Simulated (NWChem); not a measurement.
Correlation energy of Sn

```
Sn
```
Charge 0, spin multiplicity 3.

All runs are NWChem calculations.

Basis set: def2-TZVP. Each correlation energy counts from its own Hartree-Fock reference.

Effective core potentials replace the inner electrons of Sn; spin-orbit coupling is left out. The correlated methods keep 4 core orbitals frozen. The stability of the SCF solutions was not checked. Open-shell Hartree-Fock references start from PBE0 orbitals. No row is a measurement; the coupled-cluster row has its own basis-set and correlation limits.

Question: One of these methods gave a correlation energy of -264.6 mHa. Which?
A) UMP2
B) CCSD[T] on UHF
C) CCSD on UHF
D) SCS-UMP2

Answer: A, UMP2. The others give -235.2 (SCS-UMP2), -261.6 (CCSD on UHF), -268.1 (CCSD[T] on UHF).
